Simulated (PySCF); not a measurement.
This script is equivalent to a calculation on Se²⁺ (selenium, charge +2).

```python
from pyscf import gto, scf, dft, mp, cc
import basis_set_exchange as bse
mol = gto.M(atom="Se 0 0 0", charge=2, spin=2, symmetry="D2h",
            basis=gto.basis.parse(bse.get_basis("aug-cc-pVDZ-DK", elements=["Se"], fmt="nwchem", header=False)),
            nucmod="G")
mf = dft.UKS(mol, xc="MN15").sfx2c1e()
mf.irrep_nelec = {'Ag': (6, 6), 'B1g': (1, 1), 'B2g': (1, 1), 'B3g': (1, 1), 'B1u': (3, 2), 'B2u': (3, 2), 'B3u': (2, 2)}
mf.kernel()
```

(1) What total energy does it give?

(2) Which occupied shell lies highest, and where?

(3) What is ⟨S²⟩, and what would a pure spin state give?

## Answers

(1) -2430.146 hartree (calculated).

(2) 4p α, at -28.500 eV.

(3) 2.002, against 2.00.
